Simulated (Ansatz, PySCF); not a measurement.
Stretching the B1–H2 bond in BH5OSi (SMILES BO[SiH3]) (multiplicity 1 held, fragments rigid). Energies count from the point at 1.194 Å.
Geometry at that point (charge 0, multiplicity 1):
```xyz
8

B     -0.3553     0.1677     1.7461
H     -1.1220     0.7228     2.4744
H      0.5157    -0.5422     2.1656
O     -0.4893     0.3573     0.4177
Si     0.3307    -0.2012    -0.9148
H      0.8626     0.9682    -1.6432
H     -0.6298    -0.9343    -1.7642
H      1.4354    -1.0943    -0.4978
```

U- levels take the lowest unrestricted solution at each point, which mixes spins at long bonds. Active spaces are followed from a long bond inwards. Levels need not reach the same state.

Frozen-core correlation. Rows in 3-21G, 6-31G* carry no dispersion term and start afresh at each structure (6-31G* with six Cartesian d functions). MP2/6-31G* freezes PySCF's default core.

The values were computed with Ansatz (Gaussian basis) for Hartree–Fock, density functionals and correlated methods; PySCF for 3-21G rows, 6-31G* rows. 

Other levels give for the energy at R = 3.822 Å: U-PBE/cc-pV(T+d)Z 435.5; U-B3LYP/cc-pV(T+d)Z 451.2; U-wB97X-V/cc-pV(T+d)Z 458.9; FIC-MRCISD+Q on CASSCF(2,2)/cc-pV(T+d)Z 452.4 kJ/mol.

Common cheap choices:

| level | energy at R = 3.822 Å (kJ/mol) |
|---|---|
| R-HF/3-21G | 767.3 |
| R-HF/6-31G* | 761.3 |
| U-HF/6-31G* | 373.4 |
| R-B3LYP/6-31G* | 592.8 |
| U-B3LYP/6-31G* | 459.3 |
| R-MP2/6-31G* | 588.6 |

Doubts at one or more of the structures used: a restricted determinant that unrestricted orbitals would lower (R-HF/3-21G, R-HF/6-31G*, R-B3LYP/6-31G*, R-MP2/6-31G*); a spin-contaminated determinant (U-HF/6-31G*, U-B3LYP/6-31G*, U-PBE/cc-pV(T+d)Z, U-B3LYP/cc-pV(T+d)Z, U-wB97X-V/cc-pV(T+d)Z).

Ansatz is a program for electronic structure.
